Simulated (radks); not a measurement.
Initial-state core-level shifts of the aluminium ion Al+ when its valence configuration changes from [Ne] 3s2. Calculated with a radial shooting solver on a logarithmic mesh with Libxc functionals: scalar-relativistic Kohn-Sham, LDA (Slater exchange, Perdew-Wang correlation), spin-polarised, spherical densities, finite nucleus; open shells are filled with parallel spins first; Fermi nuclear charge, rms radius 3.061 fm. Shifts are changes of the shell-averaged eigenvalues in eV (positive: less bound); the change of the density at the nucleus, which sets a Mossbauer isomer shift, is in e/bohr^3, on a base of 1492.

valence          1s      2s      2p  density at nucleus
3s1 3p1      -1.396  -1.411  -1.387             -3.4692
3s1.5 3p0.5  -0.796  -0.790  -0.780             -1.7101
3p2          -3.012  -3.007  -2.963             -7.2500
